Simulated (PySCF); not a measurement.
H9Si4 (SMILES [SiH2][SiH2][SiH2][SiH3]), doublet, geometry from GFN2-xTB. Base run: MP2/3-21G (PySCF).

Here is a job for PySCF.
```python
from pyscf import gto, scf, mp

mol = gto.Mole()
mol.atom = '''
    Si    2.95032355    0.94205225    0.30253823
    Si    0.73687788    1.00163186   -0.24257169
    Si   -0.62772236   -0.82376747    0.23287208
    Si   -2.87356308   -0.99439170   -0.30063536
    H     3.34320722    0.87858470    1.71566029
    H     3.82532455   -0.03696216   -0.35423969
    H     0.17885572    2.20941009    0.39729697
    H     0.66741994    1.30123041   -1.68662863
    H     0.08146025   -1.98171158   -0.34930184
    H    -0.46877155   -1.04603631    1.68446156
    H    -3.47616336   -2.26394983    0.11935286
    H    -3.66160204    0.06962649    0.32898730
    H    -3.09255460   -0.88754126   -1.74643460
'''
mol.basis = '3-21g'
mol.spin = 1
mol.verbose = 4
mol.build()

mf = scf.UHF(mol)
mf.kernel()

pt = mp.MP2(mf, frozen=20)
pt.kernel()
print('E(MP2) = %.10f' % pt.e_tot)
```

The base run was repeated with changes; each row names its change, and settings that it needs were set with it.

```tsv
change	basis functions	E (Eh)	MP2 correlation (Eh)	SCF-reference HOMO (eV)	SCF-reference dipole (D)	core-seconds (rough)
base	70	-1154.95876	-0.21447	-8.53	0.27	2
basis = STO-3G	45	-1147.77946	-0.14452	-5.68	0.47	1
basis = 6-31G	70	-1160.89418	-0.20619	-8.46	0.33	4
basis = pcseg-0	70	-1159.50965	-0.21838	-8.80	0.14	1
basis = def2-SV(P)	90	-1160.84486	-0.31703	-8.61	0.16	4
basis = 6-31G*	90	___	___	___	0.27	6
basis = 6-31+G*	___	___	___	-8.53	0.27	10
basis = cc-pVDZ	117	___	___	-8.53	___	7
basis = pc-1	117	-1161.24117	-0.37236	-8.57	0.30	8
basis = pcseg-1	117	-1161.18533	-0.35927	-8.52	0.34	9
basis = def2-SVP	117	-1160.93760	-0.39044	-8.59	0.17	10
basis = 6-31G**	117	-1161.21910	-0.36384	-8.46	0.28	8
basis = cc-pV(D+d)Z	___	___	___	___	___	20
```

Task: Complete the blanks.

Result: 
- basis = 6-31G*, E (Eh): -1161.14547
- basis = 6-31G*, MP2 correlation (Eh): -0.30375
- basis = 6-31G*, SCF-reference HOMO (eV): -8.47
- basis = 6-31+G*, basis functions: 106
- basis = 6-31+G*, E (Eh): -1161.15263
- basis = 6-31+G*, MP2 correlation (Eh): -0.30727
- basis = cc-pVDZ, E (Eh): -1161.30419
- basis = cc-pVDZ, MP2 correlation (Eh): -0.39329
- basis = cc-pVDZ, SCF-reference dipole (D): 0.19
- basis = cc-pV(D+d)Z, basis functions: 137
- basis = cc-pV(D+d)Z, E (Eh): -1161.32537
- basis = cc-pV(D+d)Z, MP2 correlation (Eh): -0.39274
- basis = cc-pV(D+d)Z, SCF-reference HOMO (eV): -8.55
- basis = cc-pV(D+d)Z, SCF-reference dipole (D): 0.18

Totals compare only among sets that treat the same electrons; sets with core potentials leave the core out.

Open shells are given as the SCF converged; they aren't shown to be the lowest states, and a large step between rows can be another state.
